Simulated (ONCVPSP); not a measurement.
**Transferability test, ONCV potential for boron (B)**

| Item | Value |
| --- | --- |
| Element | boron (B) |
| Generator | ONCVPSP 4.0.1 |
| Type | optimised norm-conserving Vanderbilt (ONCV) |
| Functional | PBE |
| Relativity | scalar-relativistic |
| Frozen core | [He] |
| Valence charge | 3 |
| Reference configuration | 2s2 2p1 |
| Partial waves | 2s: rc 1.06 bohr, ncon 4, nbas 8, qcut 4.4 1/bohr, 2 projectors, debl 0.5 Ha; 2p: rc 2.08 bohr, ncon 5, nbas 9, qcut 5.7 1/bohr, 2 projectors, debl 3.5 Ha; d scattering state at 0.17 Ha: rc 1.76 bohr, ncon 4, nbas 8, qcut 5.7 1/bohr, 2 projectors, debl 1 Ha |
| Local potential | polynomial inside 0.74 bohr (lpopt 5, dvloc0 0 Ha) |
| Core correction | polynomial model core, fcfact 0.55 |

Energies are relative to the spin-unpolarised reference configuration 2s2 2p1; without spin polarisation the order of configurations can differ from experiment.

| valence configuration | charge | ΔE all-electron (eV) | error AE − PS (meV) |
| --- | --- | --- | --- |
| 2s2 2p0 | +1 | 8.219 | +19 |
| 2s1 2p0 | +2 | 33.642 | +73 |
| 2s2 2p0.5 | +0.5 | 2.887 | +2.5 |
| 2s1 2p2 | 0 | 5.851 | +0.9 |
